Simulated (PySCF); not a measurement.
Species: C6H7N3O.
Atom-mapped SMILES: `[CH3:1][c:2]1[n:3][n:4][c:5]([CH:6]=[O:7])[c:8]([CH3:9])[n:10]1` (hydrogens: H11, H12, H13 on C1; H14 on C6; H15, H16, H17 on C9)

The same species was optimised twice, with GFN2-xTB and with PBE0-D3(BJ)/def2-SVP (PySCF), and the same property calculations (PySCF, gas phase) were run on both structures.

| coordinate | GFN2-xTB | PBE0-D3(BJ)/def2-SVP | change |
| --- | --- | --- | --- |
| N3–N4 (Å) | 1.292 | 1.307 | +0.015 |
| C5–C6 (Å) | 1.472 | 1.484 | +0.012 |
| C2–N3 (Å) | 1.332 | 1.339 | +0.007 |
| C8–C9 (Å) | 1.482 | 1.489 | +0.007 |
| C2–N10 (Å) | 1.332 | 1.338 | +0.006 |
| C1–C2 (Å) | 1.485 | 1.489 | +0.004 |
| C6=O7 (Å) | 1.203 | 1.205 | +0.002 |
| C5–C8 (Å) | 1.416 | 1.417 | +0.001 |
| N4–C5 (Å) | 1.330 | 1.329 | -0.001 |
| C8–N10 (Å) | 1.324 | 1.325 | +0.001 |
| N4–C5–C6 (°) | 115.2 | 113.9 | -1.3 |
| N4–C5–C8 (°) | 120.0 | 121.1 | +1.1 |
| C2–N3–N4 (°) | 119.2 | 118.2 | -1.0 |
| C5–C6–O7 (°) | 125.6 | 124.9 | -0.7 |
| N3–C2–N10 (°) | 124.2 | 125.0 | +0.8 |
| C1–C2–N3 (°) | 117.8 | 117.1 | -0.7 |
| C5–C8–N10 (°) | 118.4 | 117.9 | -0.5 |
| C9–C8–N10 (°) | 118.2 | 118.5 | +0.3 |
| N4–C5–C6–O7 (°) | 180 | 180 | 0 |

Rotational constants: A = 3042, B = 1006, C = 762.9 MHz (GFN2-xTB) against A = 3001, B = 1003, C = 758.7 MHz (PBE0-D3(BJ)/def2-SVP).

On the GFN2-xTB structure: HOMO (eV) -7.07 [PBE0/pcSseg-1]; LUMO (eV) -2.62 [PBE0/pcSseg-1]; dipole (D) 2.26 [PBE0/pcSseg-1]; GIAO shielding of C1 (ppm) 159.3 [PBE0/pcSseg-1]; GIAO shielding of C2 (ppm) 15.0 [PBE0/pcSseg-1]; GIAO shielding of N3 (ppm) -157.5 [PBE0/pcSseg-1]; GIAO shielding of N4 (ppm) -243.5 [PBE0/pcSseg-1]; GIAO shielding of C5 (ppm) 31.3 [PBE0/pcSseg-1]; GIAO shielding of C6 (ppm) -16.3 [PBE0/pcSseg-1]; GIAO shielding of O7 (ppm) -381.1 [PBE0/pcSseg-1]; GIAO shielding of C8 (ppm) 19.2 [PBE0/pcSseg-1].

Task: What do these properties become on the PBE0-D3(BJ)/def2-SVP structure?

Result: 
| property | level | on GFN2-xTB | on PBE0-D3(BJ)/def2-SVP | change |
| --- | --- | --- | --- | --- |
| HOMO (eV) | PBE0/pcSseg-1 | -7.07 | -7.18 | -0.11 |
| LUMO (eV) | PBE0/pcSseg-1 | -2.62 | -2.62 | 0.00 |
| dipole (D) | PBE0/pcSseg-1 | 2.26 | 2.24 | -0.02 |
| energy, GFN2-xTB geometry as zero (kcal/mol) | PBE0/pcSseg-1 | 0.0 | -0.7 | -0.7 |
| GIAO shielding of C1 (ppm) | PBE0/pcSseg-1 | 159.3 | 157.6 | -1.7 |
| GIAO shielding of C2 (ppm) | PBE0/pcSseg-1 | 15.0 | 12.1 | -2.9 |
| GIAO shielding of N3 (ppm) | PBE0/pcSseg-1 | -157.5 | -158.4 | -0.9 |
| GIAO shielding of N4 (ppm) | PBE0/pcSseg-1 | -243.5 | -243.5 | 0.0 |
| GIAO shielding of C5 (ppm) | PBE0/pcSseg-1 | 31.3 | 30.4 | -0.9 |
| GIAO shielding of C6 (ppm) | PBE0/pcSseg-1 | -16.3 | -17.1 | -0.8 |
| GIAO shielding of O7 (ppm) | PBE0/pcSseg-1 | -381.1 | -380.7 | +0.4 |
| GIAO shielding of C8 (ppm) | PBE0/pcSseg-1 | 19.2 | 19.7 | +0.5 |

The heavy atoms differ by 0.010 Å rms after alignment. Among the bonds compared N3–N4 changes most (+0.015 Å). Changes are differences of the printed values. Neither structure is proved a minimum here.

Shape of the structure used: `[CH3:1][c:2]1[n:3][n:4][c:5]([CH:6]=[O:7])[c:8]([CH3:9])[n:10]1`: N4–C5–C6–O7 180°.
